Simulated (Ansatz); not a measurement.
Consider the hydrogenolysis of the Si–Al bond: `O[SiH](O)[AlH2]` + H₂ → `O[SiH2]O` + `[AlH3]`.

Program: Ansatz. Geometries: PBE0-D4/def2-TZVP. ΔE: electronic, gas phase. CCSD(T)/CBS is the MP2 limit (def2-TZVPP, def2-QZVPP) plus CCSD(T) − MP2 in def2-TZVPP, frozen cores. This one scheme is used for every species. DFT in def2-TZVPP. One conformer a species, not always the lowest.

`O[SiH](O)[AlH2]`:

```xyz
9

O    -1.007    1.524   -0.700
Si   -0.070    0.737    0.416
O     1.526    1.174    0.344
Al   -0.299   -1.718    0.150
H    -0.963    1.234   -1.612
H    -0.528    1.291    1.712
H     2.061    0.815   -0.365
H     0.178   -2.387   -1.219
H    -0.898   -2.671    1.273
```

H₂:

```xyz
2

H     0.150    0.336   -0.065
H    -0.150   -0.336    0.065
```

`O[SiH2]O`:

Cartesian coordinates in Å:
```
O -1.305 0.252 0.581
Si -0.033 -0.328 -0.281
O 1.376 0.457 0.025
H -1.288 0.139 1.532
H 0.262 -1.736 0.070
H -0.453 -0.160 -1.691
H 1.440 1.376 -0.236
```

`[AlH3]`:

Z-matrix (Å, degrees):
```
Al
H 1 1.586
H 1 1.586 2 120.0
H 1 1.586 2 120.0 3 -179.9
```

```tsv
species	BHLYP-D4 energy (Eh)
`O[SiH](O)[AlH2]`	-685.47044
H₂	-1.17009
`O[SiH2]O`	-442.45517
`[AlH3]`	-244.20487
```

Question: Work out ΔE.

Answer: ΔE = (-442.45517) + (-244.20487) − (-685.47044) − (-1.17009) = -0.01951 Eh = -12.2 kcal/mol. CCSD(T)/CBS gives -10.1 kcal/mol.

Largest T1 diagnostic among the species: 0.013.

At CCSD(T), def2-SVP lies −3.8 kcal/mol from the extrapolated value and def2-TZVPP −0.8 kcal/mol. From BLYP to BHLYP (50 % exact exchange), in def2-TZVPP and without D4, ΔE moves by −4.3 kcal/mol.
